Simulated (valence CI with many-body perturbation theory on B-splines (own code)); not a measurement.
E1 transitions of V¹⁶⁺

Level of theory: valence CI with perturbative core correlation (CI+MBPT): five valence electrons over a frozen Dirac-Fock core [He], radial functions for each j: 9 s, 9 p, 8 d, 6 f, 3 g, 1 h, with the one-electron correlation potential Σ1 (screened to all orders), the two-electron term Σ2, the three-electron term Σ3, Breit, model QED; selected single and double excitations, second order for the rest (own B-spline code, finite nucleus).

No measured levels were compared; by estimate levels of excited configurations hold to 0.05 to 0.15 % of their energy, terms of the ground configuration to about 0.5 %. Among the levels kept, up to 1900 cm⁻¹ of a level comes from second order outside the variational space, and about a tenth of that is noise between levels of different J, which matters for small intervals.

Lines 51 to 100 of 272 in falling wavelength, among levels below 743.50 eV, chosen from the strongest by gf and those to the six lowest levels. Wavelengths and rates use the calculated energies, so an error of 500 cm⁻¹ moves a line at 451.1 Å by 0.23 % and its rate by three times that or more. Electric multipoles are in the length gauge, E1 and E2 with the static RPA response of the core. Weak lines are less certain than strong ones. Lines between different terms over intervals too small for the method are left out, as are lines whose strength nearly cancels. The highest levels of a list are the least certain.

Names give the largest LS component (configuration and term), which can be under half, so a name can repeat, a term be missing and a line seem to break the LS rules; names also repeat where a configuration has a term twice. Letters in brackets count levels of one name in rising energy.

| λ vac (Å) | Upper | Lower | A (s⁻¹) | log gf | Branch % |
| --- | --- | --- | --- | --- | --- |
| 451.1 | 2s2 2p2 3d 4D_7/2 | 2s2 2p2 3p 4P°_5/2 | 1.80e+09 | -0.36 | 13.9 |
| 448.0 | 2s2 2p2 3d 4P_3/2 | 2s2 2p2 3p 4S°_3/2 | 1.34e+09 | -0.79 | 0.0 |
| 447.6 | 2s2 2p2 3d 2F_5/2 [a] | 2s2 2p2 3p 4P°_3/2 | 1.78e+09 | -0.49 | 0.1 |
| 446.7 | 2s2 2p2 3d 2F_5/2 [a] | 2s2 2p2 3p 4D°_5/2 | 5.23e+08 | -1.03 | 0.0 |
| 442.9 | 2s2 2p2 3p 2D°_5/2 [b] | 2s2 2p2 3s 2D_5/2 | 2.25e+09 | -0.40 | 6.3 |
| 437.9 | 2s2 2p2 3d 4P_1/2 | 2s2 2p2 3p 4S°_3/2 | 1.73e+09 | -1.00 | 0.0 |
| 436.7 | 2s2 2p2 3d 4D_3/2 | 2s2 2p2 3p 4P°_1/2 | 1.44e+09 | -0.78 | 0.1 |
| 434.4 | 2s2 2p2 3d 4F_3/2 | 2s2 2p2 3p 4D°_1/2 | 2.03e+09 | -0.64 | 0.3 |
| 429.7 | 2s2 2p2 3p 2D°_5/2 [a] | 2s2 2p2 3s 4P_5/2 | 6.21e+08 | -0.99 | 3.0 |
| 427.0 | 2s2 2p2 3p 2P°_1/2 [b] | 2s2 2p2 3s 2D_3/2 | 2.26e+09 | -0.91 | 2.4 |
| 423.8 | 2s2 2p2 3d 2D_3/2 [a] | 2s2 2p2 3p 2P°_1/2 [a] | 1.31e+09 | -0.85 | 0.0 |
| 423.4 | 2s2 2p2 3p 2P°_3/2 [a] | 2s2 2p2 3s 2P_1/2 | 7.02e+08 | -1.12 | 1.4 |
| 412.3 | 2s2 2p2 3d 2P_3/2 [a] | 2s2 2p2 3p 2S°_1/2 | 1.35e+09 | -0.86 | 0.1 |
| 406.9 | 2s2 2p2 3d 2D_5/2 [c] | 2s2 2p2 3p 2D°_3/2 [b] | 5.82e+08 | -1.06 | 0.0 |
| 406.8 | 2s2 2p2 3d 2F_7/2 [b] | 2s2 2p2 3p 2F°_7/2 | 7.64e+08 | -0.82 | 0.0 |
| 405.9 | 2s2 2p2 3p 4S°_3/2 | 2s2 2p2 3s 4P_3/2 | 6.70e+08 | -1.18 | 0.3 |
| 404.9 | 2s2 2p2 3p 2P°_1/2 [a] | 2s2 2p2 3s 2P_1/2 | 1.29e+09 | -1.20 | 3.9 |
| 402.1 | 2s2 2p2 3d 4D_1/2 | 2s2 2p2 3p 2S°_1/2 | 1.52e+09 | -1.13 | 0.2 |
| 401.9 | 2s2 2p2 3d 2D_5/2 [a] | 2s2 2p2 3p 2P°_3/2 [a] | 2.42e+09 | -0.45 | 0.0 |
| 401.7 | 2s2 2p2 3d 4P_5/2 | 2s2 2p2 3p 4P°_5/2 | 1.57e+09 | -0.64 | 0.0 |
| 387.7 | 2s2 2p2 3d 4P_3/2 | 2s2 2p2 3p 4P°_5/2 | 9.13e+08 | -1.08 | 0.0 |
| 371.9 | 2s2 2p2 3p 2P°_3/2 [b] | 2s2 2p2 3s 2D_3/2 | 3.18e+09 | -0.58 | 1.8 |
| 365.2 | 2s2 2p2 3p 2P°_3/2 [b] | 2s2 2p2 3s 2D_5/2 | 1.79e+09 | -0.84 | 1.0 |
| 363.4 | 2s2 2p2 3d 2D_5/2 [c] | 2s2 2p2 3p 2F°_5/2 | 1.12e+09 | -0.88 | 0.0 |
| 343.6 | 2s2 2p2 3d 2D_3/2 [a] | 2s2 2p2 3p 2D°_3/2 [a] | 1.12e+09 | -1.10 | 0.0 |
| 336.1 | 2s2 2p2 3p 2D°_5/2 [b] | 2s2 2p2 3s 2P_3/2 | 2.14e+09 | -0.66 | 6.0 |
| 333.3 | 2s2 2p2 3d 2D_5/2 [b] | 2s2 2p2 3p 2D°_5/2 [a] | 7.92e+08 | -1.10 | 0.0 |
| 321.7 | 2s2 2p2 3p 2P°_1/2 [b] | 2s2 2p2 3s 2P_3/2 | 2.53e+09 | -1.10 | 2.7 |
| 312.9 | 2s2 2p2 3p 2D°_3/2 [b] | 2s2 2p2 3s 2P_1/2 | 2.11e+09 | -0.91 | 3.3 |
| 294.4 | 2s 2p3 3p 4P_5/2 | 2s2 2p2 3p 4S°_3/2 | 1.49e+09 | -0.93 | 0.0 |
| 293.4 | 2s 2p3 3p 4P_3/2 | 2s2 2p2 3p 4S°_3/2 | 1.55e+09 | -1.10 | 0.1 |
| 289.4 | 2s2 2p2 3p 2P°_3/2 [b] | 2s2 2p2 3s 2P_3/2 | 1.16e+09 | -1.24 | 0.6 |
| 258.5 | 2s 2p4 4P_5/2 | 2s2 2p3 2P°_3/2 | 1.58e+07 | -3.02 | 0.2 |
| 235.1 | 2s 2p4 4P_3/2 | 2s2 2p3 2P°_3/2 | 7.01e+07 | -2.63 | 0.6 |
| 212.8 | 2s 2p4 4P_1/2 | 2s2 2p3 2P°_1/2 | 5.72e+07 | -3.11 | 0.4 |
| 205.3 | 2s 2p4 4P_5/2 | 2s2 2p3 2D°_5/2 | 9.26e+07 | -2.45 | 0.9 |
| 197.5 | 2s 2p4 4P_5/2 | 2s2 2p3 2D°_3/2 | 1.33e+08 | -2.33 | 1.3 |
| 178.4 | 2s 2p4 4P_1/2 | 2s2 2p3 2D°_3/2 | 6.34e+07 | -3.22 | 0.5 |
| 171.4 | 2s 2p3 3s 4D°_7/2 | 2s2 2p2 3s 4P_5/2 | 7.99e+09 | -0.55 | 0.8 |
| 167.3 | 2p5 2P°_3/2 | 2s 2p4 2P_3/2 | 2.27e+10 | -0.42 | 31.1 |
| 165.9 | 2s 2p3 3s 4D°_5/2 | 2s2 2p2 3s 4P_3/2 | 9.40e+09 | -0.63 | 1.0 |
| 165.3 | 2p5 2P°_1/2 | 2s 2p4 2P_1/2 | 2.24e+10 | -0.74 | 28.8 |
| 159.6 | 2s 2p4 2D_3/2 | 2s2 2p3 2P°_3/2 | 3.38e+08 | -2.29 | 1.1 |
| 159.3 | 2s 2p4 4P_5/2 | 2s2 2p3 4S°_3/2 | 9.64e+09 | -0.66 | 97.6 |
| 158.1 | 2s 2p4 2D_5/2 | 2s2 2p3 2P°_3/2 | 4.43e+09 | -1.00 | 16.5 |
| 157.3 | 2s 2p3 3s 4D°_3/2 | 2s2 2p2 3s 4P_1/2 | 6.91e+09 | -0.99 | 0.8 |
| 157.1 | 2p5 2P°_3/2 | 2s 2p4 2S_1/2 | 5.79e+09 | -1.07 | 7.9 |
| 157.0 | 2s 2p3 3s 4D°_1/2 | 2s2 2p2 3s 4P_1/2 | 1.04e+10 | -1.11 | 1.1 |
| 152.5 | 2s 2p4 2D_3/2 | 2s2 2p3 2P°_1/2 | 2.42e+09 | -1.47 | 7.9 |
| 151.7 | 2p5 2P°_1/2 | 2s 2p4 2P_3/2 | 1.92e+10 | -0.88 | 24.7 |

(1) How does gf follow from A for the line at 312.9 Å?

## Answers

(1) gf = 1.4992 × (2J+1)_upper × A / σ², with σ = 319558 cm⁻¹ and 2J+1 = 4: gf = 0.124.
